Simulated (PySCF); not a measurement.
# `CC#C[Si@H](N)OC[SiH3]`, C$_{4}$H$_{11}$NOSi$_{2}$

Geometry:
| atom | x (Å) | y (Å) | z (Å) |
| --- | --- | --- | --- |
| C1 | -3.821 | -0.853 | 0.177 |
| C2 | -2.525 | -0.211 | 0.227 |
| C3 | -1.446 | 0.324 | 0.275 |
| Si4 | 0.209 | 1.170 | 0.336 |
| N5 | 0.234 | 2.822 | -0.141 |
| O6 | 1.219 | 0.530 | -0.760 |
| C7 | 1.643 | -0.803 | -0.861 |
| Si8 | 3.130 | -1.176 | 0.278 |
| H9 | -3.894 | -1.604 | 0.963 |
| H10 | -4.609 | -0.114 | 0.320 |
| H11 | -3.962 | -1.337 | -0.789 |
| H12 | 0.705 | 1.087 | 1.713 |
| H13 | 0.348 | 3.031 | -1.119 |
| H14 | -0.442 | 3.439 | 0.273 |
| H15 | 0.808 | -1.479 | -0.645 |
| H16 | 1.918 | -0.964 | -1.909 |
| H17 | 4.181 | -0.188 | 0.040 |
| H18 | 2.701 | -1.138 | 1.676 |
| H19 | 3.593 | -2.524 | -0.062 |

Computed with GIAO wB97X-D/pcSseg-1 magnetisability, rotational g tensor and spin-rotation constants, non-relativistic, gas phase in PySCF 2.14.0. Geometry: GFN2-xTB.

(1) Give the nuclear spin-rotation constants along the inertial axes (H = +C I·J) beside the isotropic shieldings.

(2) How do the rotational constants and the g tensor change when H9, H10, H11, H12, H13, H14, H15, H16, H17, H18, H19 are replaced by deuterium?

Answers

(1) Rotational constants 1.8576, 0.6841, 0.5397 GHz. A star marks the isotopologue with that one atom substituted, in its own axes.
```tsv
atom	isotope	Caa (kHz)	Cbb (kHz)	Ccc (kHz)	mean (kHz)	σ (ppm)
N5	14N	0.064	0.024	0.018	0.035	248.3
H9	1H	-0.206	-0.026	-0.024	-0.086	29.8
H10	1H	-0.035	-0.048	-0.058	-0.047	29.9
H11	1H	-0.205	-0.057	-0.001	-0.088	29.9
H12	1H	-0.137	-0.062	0.022	-0.059	27.0
H13	1H	-0.243	-0.067	-0.002	-0.104	31.1
H14	1H	-0.112	-0.052	-0.060	-0.074	32.0
H15	1H	-0.041	-0.019	-0.054	-0.038	27.7
H16	1H	-0.153	-0.081	0.028	-0.069	27.8
H17	1H	-0.069	-0.009	-0.052	-0.043	27.9
H18	1H	-0.146	-0.065	0.015	-0.065	27.8
H19	1H	-0.126	0.002	-0.047	-0.057	28.2
C1	13C*	0.217	0.082	0.067	0.122	181.5
C2	13C*	0.283	0.194	0.217	0.231	78.1
C3	13C*	0.253	0.178	0.191	0.207	99.1
Si4	29Si*	-1.068	-0.381	-0.320	-0.590	397.9
O6	17O*	-0.078	-0.055	-0.024	-0.052	329.4
C7	13C*	0.392	0.095	0.120	0.202	136.3
Si8	29Si*	-0.967	-0.378	-0.293	-0.546	425.9
```
For the geometry as given, no vibrational averaging.

(2) Constants 1.5606, 0.5966, 0.4720 GHz; g -0.0126, -0.0035, -0.0036, against -0.0150, -0.0040, -0.0041 before.
